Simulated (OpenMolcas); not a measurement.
Tc5+ among 6 point charges of -1.7 e arranged as a tetragonal octahedron (D4h). The axial distance is 1.16 times the equatorial one, R.

- Program: OpenMolcas
- Method: CASSCF
- Basis: ANO-RCC-VDZP [6s5p3d1f]
- Scalar Hamiltonian: DKH2, point nucleus
- Active space: 2 electrons in 5 orbitals (4d)
- State averaging: 2S+1 = 3 even, 10 roots; 2S+1 = 1 even, 15 roots
- Spin-orbit coupling: RASSI with atomic mean-field integrals over the reference wave functions

All point charges move together. At R = 1.97 Å the first state of the same spin is 2050 cm-1, and at R = 2.26 Å it is 1126 cm-1.

Question: A third run gives 1689 cm-1. What distance was it run at?

Answer: With a power law R^-n the two known points give n = -ln(1126 / 2050) / ln(2.26 / 1.97) = 4.36. Then R = 1.97 × (2050 / 1689)^(1/4.36) = 2.059 Å. The run was at 2.06 Å, so the estimate is off by -0.001 Å.

Without dynamic correlation the repulsion within the d shell is too large (B by tens of per cent), so at a given field states of lower spin stand too high. Spin-orbit coupling mixes the spin-free states strongly: the lowest level takes only 61 % from its leading state, 3A2 (holds for R = 2.26). This is an electrostatic model: the charges have no orbitals. No measured value stands beside these numbers.
